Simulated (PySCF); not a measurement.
Dissociation curve of CH (cation, charge +1), singlet.

- UKS-TPSSh = unrestricted TPSSh/cc-pVTZ (PySCF)
- UMP2 = MP2 on UHF/cc-pVTZ, 1 core orbital frozen run with PySCF
- RMP2 = MP2 on RHF/cc-pVTZ, 1 core orbital frozen (PySCF)
- RCCSD(T) = CCSD(T) on RHF/cc-pVTZ, 1 core orbital frozen (PySCF)

Energies are in kJ/mol, each relative to the lowest point of its own curve near equilibrium.

| R / Å | UKS-TPSSh | UMP2 | RMP2 | RCCSD(T) |
|---|---|---|---|---|
| 0.85 | 192.6 | 184.0 | 187.8 | 191.4 |
| 0.92 | 93.4 | 86.1 | 88.8 | 92.0 |
| 0.97 | 49.3 | 43.4 | 45.3 | 48.0 |
| 1.03 | 17.5 | 13.5 | 14.7 | 16.6 |
| 1.08 | 4.3 | 2.0 | 2.6 | 3.8 |
| 1.10 | ? | ? | 0.5 | ? |
| 1.14 | 0.0 | 0.0 | 0.0 | 0.0 |
| 1.17 | 1.5 | 2.7 | 2.4 | ? |
| 1.20 | 4.9 | 7.4 | 6.9 | 5.5 |
| 1.27 | 18.6 | 24.2 | 23.2 | 19.9 |
| 1.34 | 38.1 | 46.8 | 45.5 | 40.1 |
| 1.43 | 68.0 | 81.0 | 79.4 | 70.8 |
| 1.55 | 111.7 | 130.5 | 128.8 | 115.1 |
| 1.71 | 169.7 | 216.9 | 194.9 | 173.0 |
| 1.87 | 223.0 | 282.9 | 256.4 | 225.0 |
| 2.06 | 269.3 | 315.0 | 320.6 | 276.3 |
| 2.29 | 303.2 | 334.4 | 384.5 | 322.5 |
| 2.49 | 322.5 | 346.2 | 428.5 | 349.5 |
| 2.82 | 340.3 | 358.7 | ? | 370.7 |
| 3.05 | 347.9 | 363.8 | 505.1 | 371.4 |
| 3.46 | 354.1 | 368.6 | 529.0 | 353.0 |
| 3.96 | 354.7 | 370.8 | 534.5 | 314.3 |
| 4.54 | 351.3 | 371.6 | ? | — |

Q: Fill in the missing entries.

A: 
- 1.10, UKS-TPSSh: 1.6
- 1.10, UMP2: 0.1
- 1.10, RCCSD(T): 1.3
- 1.17, RCCSD(T): 1.8
- 2.82, RMP2: 480.9
- 4.54, RMP2: 521.9

Dashes: no converged value, or the column stops at the first point that the program doubted or that broke a chosen test of continuity, which isn't proof of a fault.

The unrestricted determinant behind UKS-TPSSh is spin-contaminated at 0.85 to 4.54 Å (<S²> up to 1.0, against 0.00 for a pure singlet). At the longest distance UKS-TPSSh leaves fractional charges on the fragments, a sign of delocalisation error or of the restricted form. The unrestricted determinant behind UMP2 is spin-contaminated at 0.85 to 4.54 Å (<S²> up to 1.1, against 0.00 for a pure singlet). The restricted form behind RMP2 keeps the bonding electrons paired and can't separate into open-shell fragments. The T1 diagnostic of CCSD on the restricted reference of RMP2, RCCSD(T) exceeds 0.045 at 2.29 to 4.54 Å.
